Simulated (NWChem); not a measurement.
System: ZrH₃Br; SMILES [Br][ZrH3]

Parts of the log:

```
             Northwest Computational Chemistry Package (NWChem) 7.3.0
             --------------------------------------------------------

 C3V symmetry detected

                             Geometry "geometry" -> ""
                             -------------------------

 Output coordinates in angstroms (scale by  1.889725989 to convert to a.u.)

  No.       Tag          Charge          X              Y              Z
 ---- ---------------- ---------- -------------- -------------- --------------
    1 Zr                  40.0000     0.00000000     0.00000000     1.08555177
    2 Br                  35.0000     0.00000000     0.00000000    -1.38509223
    3 H                    1.0000     1.22971664     1.22971664     1.68538577
    4 H                    1.0000    -1.67982417     0.45010753     1.68538577
    5 H                    1.0000     0.45010753    -1.67982417     1.68538577

 Effective nuclear repulsion energy (a.u.)     350.6519112635

      Symmetry information
      --------------------

 Group name             C3v
 Group number             17
 Group order               6
 No. of unique centers     3

                                 NWChem DFT Module
                                 -----------------

 Summary of "ao basis" -> "ao basis" (spherical)
 ------------------------------------------------------------------------------
       Tag                 Description            Shells   Functions and Types
 ---------------- ------------------------------  ------  ---------------------
 Zr                         def2-svp                11       31   5s3p2d1f
 Br                         def2-svp                12       32   5s4p3d
 H                          def2-svp                 3        5   2s1p

      Symmetry analysis of basis
      --------------------------

        a1         28
        a2          2
        e          48

  Rotation of axis

            General Information
            -------------------
          SCF calculation type: DFT
          Wavefunction type:  closed shell.
          No. of atoms     :     5
          No. of electrons :    50
           Alpha electrons :    25
            Beta electrons :    25
          Charge           :     0
          Spin multiplicity:     1
          Use of symmetry is: on ; symmetry adaption is: on
          Maximum number of iterations: 150
          AO basis - number of functions:    78
                     number of shells:    32
          Convergence on energy requested:  1.00D-06
          Convergence on density requested:  1.00D-05
          Convergence on gradient requested:  5.00D-04

              XC Information
              --------------
                  TPSS metaGGA Exchange Functional  1.000
             TPSS03 metaGGA Correlation Functional  1.000

             Grid Information
             ----------------
          Grid used for XC integration:  medium
          Radial quadrature: Mura-Knowles
          Angular quadrature: Lebedev.
          Tag              B.-S. Rad. Rad. Pts. Rad. Cut. Ang. Pts.
          ---              ---------- --------- --------- ---------
          Zr                  1.55      123          10.0       590
          Br                  1.15      112          10.0       590
          H                   0.35       45          10.0       434
          Grid pruning is: on
          Number of quadrature shells:   280
          Spatial weights used:  Erf1

      Superposition of Atomic Density Guess
      -------------------------------------

 Sum of atomic energies:       -2627.08313022

      Non-variational initial energy
      ------------------------------

 Total energy =   -2619.905729
 1-e energy   =   -3892.746047
 2-e energy   =    1156.253708
 HOMO         =      -0.320831
 LUMO         =      -0.009995

      Symmetry analysis of molecular orbitals - initial
      -------------------------------------------------

  Numbering of irreducible representations:

     1 a1          2 a2          3 e

  Orbital symmetries:

     1 a1          2 a1          3 a1          4 e           5 e
     6 a1          7 a1          8 e           9 e          10 a1
    11 e          12 e          13 e          14 e          15 a1
    16 a1         17 e          18 e          19 a1         20 a1
    21 e          22 e          23 a1         24 e          25 e
    26 e          27 e          28 a1         29 e          30 e
    31 a1         32 a1         33 e          34 e          35 a1

     ---------------------------------------------
      Total Density - Mulliken Population Analysis
     ---------------------------------------------

    Atom       Charge   Shell Charges
 -----------   ------   -------------------------------------------------------
    1 Zr  12    10.20  -0.48  1.60  0.89  0.62  0.19  5.81  0.38  0.13  0.86  0.19  0.03
    2 Br  35    35.55   2.00  2.00  2.00  1.37  0.58  6.00  5.99  2.46  3.15  8.23  1.73  0.05
    3 H    1     1.41   0.78  0.63  0.00
    4 H    1     1.41   0.78  0.63  0.00
    5 H    1     1.41   0.78  0.63  0.00

   convergence    iter        energy       DeltaE   RMS-Dens  Diis-err
 ---------------- ----- ----------------- --------- --------- ---------
 d= 0,ls=0.0,diis     1  -2622.4663691666 -2.74D+03  5.01D-02  7.57D-01
 d= 0,ls=0.0,diis     2  -2618.3326880972  4.13D+00  3.98D-02  2.84D+01
 d= 0,ls=0.0,diis     3  -2622.5679705095 -4.24D+00  8.34D-03  2.60D-01
 d= 0,ls=0.0,diis     4  -2622.6051595624 -3.72D-02  2.91D-03  6.91D-02
 d= 0,ls=0.0,diis     5  -2622.6156416817 -1.05D-02  6.60D-04  1.66D-03
  Resetting Diis
 d= 0,ls=0.0,diis     6  -2622.6159144279 -2.73D-04  1.31D-04  1.31D-04
 d= 0,ls=0.0,diis     7  -2622.6159347628 -2.03D-05  3.77D-05  2.17D-06
 d= 0,ls=0.0,diis     8  -2622.6159343061  4.57D-07  3.36D-05  4.30D-06
 d= 0,ls=0.0,diis     9  -2622.6159349487 -6.43D-07  1.11D-05  8.90D-07
 d= 0,ls=0.0,diis    10  -2622.6159351046 -1.56D-07  1.07D-06  1.14D-08

         Total DFT energy =    -2622.615935104623
      One electron energy =    -3893.522431191695
           Coulomb energy =     1252.514333346471
    Exchange-Corr. energy =      -98.194447099173
 Nuclear repulsion energy =      116.586609839773

 Numeric. integr. density =       50.000012636599

                  Occupations of the irreducible representations
                  ----------------------------------------------

                     irrep           alpha         beta
                     --------     --------     --------
                     a1               11.0         11.0
                     a2                0.0          0.0
                     e                14.0         14.0

                       DFT Final Molecular Orbital Analysis
                       ------------------------------------

 Vector   23  Occ=2.000000D+00  E=-2.945414D-01  Symmetry=a1
              MO Center=  9.3D-15, -3.2D-13,  1.4D+00, r^2= 3.6D+00
   Bfn.  Coefficient  Atom+Function         Bfn.  Coefficient  Atom+Function
  ----- ------------  ---------------      ----- ------------  ---------------
     4     -0.337304  1 Zr s                  2      0.318214  1 Zr s
    17      0.278873  1 Zr d  0              64     -0.242957  3 H  s
    69     -0.242957  4 H  s                 74     -0.242957  5 H  s
    65     -0.159446  3 H  s                 70     -0.159446  4 H  s
    75     -0.159446  5 H  s                  1      0.145316  1 Zr s

 Vector   24  Occ=2.000000D+00  E=-2.768811D-01  Symmetry=e
              MO Center= -8.6D-02, -6.3D-01,  1.3D+00, r^2= 3.2D+00
   Bfn.  Coefficient  Atom+Function         Bfn.  Coefficient  Atom+Function
  ----- ------------  ---------------      ----- ------------  ---------------
    74     -0.342404  5 H  s                 19      0.339341  1 Zr d  2
    75     -0.248877  5 H  s                 69      0.230916  4 H  s
     7     -0.211547  1 Zr py                16      0.183893  1 Zr d -1
    70      0.167841  4 H  s                 47      0.144382  2 Br py
    44      0.127315  2 Br py                15      0.114296  1 Zr d -2

 Vector   25  Occ=2.000000D+00  E=-2.768811D-01  Symmetry=e
              MO Center=  8.6D-02,  6.3D-01,  1.3D+00, r^2= 3.2D+00
   Bfn.  Coefficient  Atom+Function         Bfn.  Coefficient  Atom+Function
  ----- ------------  ---------------      ----- ------------  ---------------
    15      0.339341  1 Zr d -2              64      0.331006  3 H  s
    69     -0.262055  4 H  s                 65      0.240592  3 H  s
     6     -0.211547  1 Zr px                70     -0.190475  4 H  s
    18     -0.183893  1 Zr d  1              46      0.144382  2 Br px
    43      0.127315  2 Br px                19     -0.114296  1 Zr d  2

 Vector   26  Occ=0.000000D+00  E=-1.242860D-01  Symmetry=e
              MO Center= -7.0D-04, -7.1D-02,  1.0D+00, r^2= 2.2D+00
   Bfn.  Coefficient  Atom+Function         Bfn.  Coefficient  Atom+Function
  ----- ------------  ---------------      ----- ------------  ---------------
    18      0.600159  1 Zr d  1              15      0.488790  1 Zr d -2
    16     -0.252068  1 Zr d -1              19     -0.199646  1 Zr d  2
    46     -0.185007  2 Br px                23      0.175550  1 Zr d  1
    20      0.169586  1 Zr d -2              43     -0.116526  2 Br px
    47     -0.077703  2 Br py                40      0.077204  2 Br px

 Vector   27  Occ=0.000000D+00  E=-1.242860D-01  Symmetry=e
              MO Center=  7.0D-04,  7.1D-02,  1.0D+00, r^2= 2.2D+00
   Bfn.  Coefficient  Atom+Function         Bfn.  Coefficient  Atom+Function
  ----- ------------  ---------------      ----- ------------  ---------------
    16      0.600159  1 Zr d -1              19     -0.488790  1 Zr d  2
    18      0.252068  1 Zr d  1              15     -0.199646  1 Zr d -2
    47      0.185007  2 Br py                21      0.175550  1 Zr d -1
    24     -0.169586  1 Zr d  2              44      0.116526  2 Br py
    46     -0.077703  2 Br px                41     -0.077204  2 Br py

 Vector   28  Occ=0.000000D+00  E=-9.484219D-02  Symmetry=a1
              MO Center= -1.7D-15, -2.1D-14,  1.5D+00, r^2= 3.5D+00
   Bfn.  Coefficient  Atom+Function         Bfn.  Coefficient  Atom+Function
  ----- ------------  ---------------      ----- ------------  ---------------
    17      0.724754  1 Zr d  0              48     -0.348695  2 Br pz
    22      0.310700  1 Zr d  0              14      0.258256  1 Zr pz
     8     -0.221071  1 Zr pz                36     -0.212010  2 Br s
    45     -0.131253  2 Br pz                65      0.121468  3 H  s
    70      0.121468  4 H  s                 75      0.121468  5 H  s

     ---------------------------------------------
      Total Density - Mulliken Population Analysis
     ---------------------------------------------

    Atom       Charge   Shell Charges
 -----------   ------   -------------------------------------------------------
    1 Zr  12    11.10  -0.49  1.67  0.84  0.59  0.02  5.86  0.38  0.11  1.80  0.28  0.04
    2 Br  35    35.22   2.00  2.00  1.99  1.45  0.51  6.00  5.97  2.39  2.89  8.18  1.75  0.09
    3 H    1     1.22   0.74  0.48  0.01
    4 H    1     1.22   0.74  0.48  0.01
    5 H    1     1.22   0.74  0.48  0.01

     -------------------------------------------
      Total Density - Lowdin Population Analysis
     -------------------------------------------

    Atom       Charge   Shell Charges
 -----------   ------   -------------------------------------------------------
    1 Zr  12    11.77   0.00  0.96  0.98  0.45  0.22  5.35  0.98  0.29  1.63  0.85  0.07
    2 Br  35    34.82   2.00  2.00  1.96  1.10  0.67  5.99  5.81  2.47  2.80  7.82  2.04  0.15
    3 H    1     1.14   0.66  0.46  0.01
    4 H    1     1.14   0.66  0.46  0.01
    5 H    1     1.14   0.66  0.46  0.01

     Multipole analysis of the density
     ---------------------------------

     L   x y z        total         alpha         beta         nuclear
     -   - - -        -----         -----         ----         -------
     0   0 0 0     -0.000000    -25.000000    -25.000000     50.000000

     1   1 0 0      0.000000     -0.000000     -0.000000      0.000000
     1   0 1 0      0.000000      0.000000      0.000000      0.000000
     1   0 0 1      0.163794     28.801432     28.801432    -57.439071

     2   2 0 0    -35.420569    -25.810546    -25.810546     16.200523
     2   1 1 0      0.000000      0.000000      0.000000     -0.000000
     2   1 0 1      0.000000      0.000000      0.000000      0.000000
     2   0 2 0    -35.420569    -25.810546    -25.810546     16.200523
     2   0 1 1      0.000000      0.000000      0.000000     -0.000000
     2   0 0 2    -33.251947   -176.983660   -176.983660    320.715373
```

Level: TPSS/def2-SVP with def2 effective core potentials on Zr. Structure relaxed at the PBE0/def2-SVP level. def2 effective core potentials on Zr; no spin-orbit coupling.

### Question
Reconstruct the input file.

### Answer
One answer among several that fit: the input that was run:
```
start job
memory heap 200 mb stack 900 mb global 1100 mb
geometry units angstroms noautoz
  Zr     0.000000     0.000000     0.985481
  Br     0.000000     0.000000    -1.485163
  H      1.735838    -0.106167     1.585315
  H     -0.775976     1.556364     1.585315
  H     -0.959863    -1.450196     1.585315
end
basis spherical
  Zr library def2-svp
  Br library def2-svp
  H library def2-svp
end
ecp
  Zr library def2-ecp
end
dft
  xc xtpss03 ctpss03
  iterations 150
  mulliken
end
task dft energy
```
